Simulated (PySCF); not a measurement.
This PySCF input asks for the NMR shieldings of SMILES [SiH3]O[Si@H]1[SiH2]C[SiH2]N1[SiH3], CH₁₃NOSi₅; the geometry comes from GFN2-xTB.

```python
import basis_set_exchange as bse
import numpy as np
from pyscf import gto, dft
from pyscf.prop import nmr

atoms = """
Si    2.650995   -1.703443   -0.234680
O     1.820828   -0.709008    0.732528
Si    0.513483    0.164868    1.145470
Si    0.610099    2.328709    0.410318
C    -0.910924    2.365750   -0.749739
Si   -1.895430    0.744179   -0.600761
N    -0.894206   -0.391244    0.265255
Si   -1.320103   -2.073090    0.220677
H     2.059971   -3.039866   -0.175593
H     3.998224   -1.666029    0.331705
H     2.619051   -1.176046   -1.600371
H     0.340380   -0.197971    2.556132
H     1.803158    2.767199   -0.337887
H     0.430431    3.333304    1.473607
H    -0.592962    2.497676   -1.782485
H    -1.558921    3.211613   -0.533181
H    -3.134171    0.943623    0.167977
H    -2.216795    0.178819   -1.918128
H    -1.023541   -2.607054   -1.113380
H    -2.754927   -2.178591    0.497144
H    -0.553559   -2.776456    1.244922
"""
names = dict.fromkeys(["Si", "O", "C", "N", "H"], "pcSseg-1")
basis = {el: gto.basis.parse(bse.get_basis(n, elements=[el], fmt="nwchem")) for el, n in names.items()}
mol = gto.M(atom=atoms, basis=basis, charge=0, verbose=0)
mf = dft.RKS(mol, xc="PBE0")
mf.grids.level = 2
mf.grids.alignment = dft.numint.BLKSIZE   # the property module wants whole blocks of grid points
mf.conv_tol = 1e-9
mf.kernel()

calc = nmr.RKS(mf)   # GIAO
C = mf.mo_coeff
Co = C[:, mf.mo_occ > 0]
resp = mf.gen_response(singlet=True, hermi=2)
def vind(x):   # induced exchange potential for any number of trial vectors
    d = np.einsum("pi,xij,qj->xpq", C, 2 * x.reshape(-1, C.shape[1], Co.shape[1]), Co, optimize=True)
    return np.einsum("xpq,pi,qj->xij", resp(d - d.transpose(0, 2, 1)), C, Co, optimize=True).ravel()
mo1, _ = nmr.rhf.solve_mo1(calc, with_cphf=vind)
sigma = calc.kernel(mo1)
for i, s in enumerate(sigma):   # ppm
    print("%2d %-2s %9.2f" % (i, mol.atom_pure_symbol(i), np.trace(s) / 3))
```

Task: What are the results?

Result: 
```
 0 Si    394.08
 1 O     294.14
 2 Si    356.89
 3 Si    431.88
 4 C     201.92
 5 Si    368.69
 6 N     224.15
 7 Si    406.73
 8 H      26.50
 9 H      26.58
10 H      26.62
11 H      26.17
12 H      27.64
13 H      27.77
14 H      31.33
15 H      31.54
16 H      26.79
17 H      26.50
18 H      26.90
19 H      26.84
20 H      26.79
```

These numbers come from an equivalent density-fitted implementation of the same equations, which agrees with the script to about 0.01 ppm for H and up to a few tenths of a ppm for heavy atoms, so last digits may differ.

Task: Turn these shieldings into chemical shifts. Chemical shifts δ = σref − σ; 29Si (349.16 ppm) and 13C (186.93 ppm) and 1H (31.72 ppm) vs TMS; 17O (336.08 ppm) against H2O; 15N (267.73 ppm) against NH3, all at this level.

Result: Averaging equivalent atoms: Si 2: -7.7; Si 5: -19.5; Si 0: -44.9; Si 7: -57.6; Si 3: -82.7; O 1: 41.9; C 4: -15.0; N 6: 43.6; H 11: 5.55; H 17: 5.22; H 8/9/10: 5.15; H 16: 4.93; H 18/19/20: 4.87; H 12: 4.08; H 13: 3.95; H 14: 0.39; H 15: 0.17 ppm. Experimental scales use liquid or dissolved standards, which lie at an offset from isolated NH3 (liquid NH3: subtract about 20 ppm) and H2O (liquid H2O: subtract about 36 ppm).

Size and cost of the density-fitted run: 236 basis functions, 70 s wall time on 1 thread of an Arm Neoverse V1, shared host; peak memory 1 GiB.
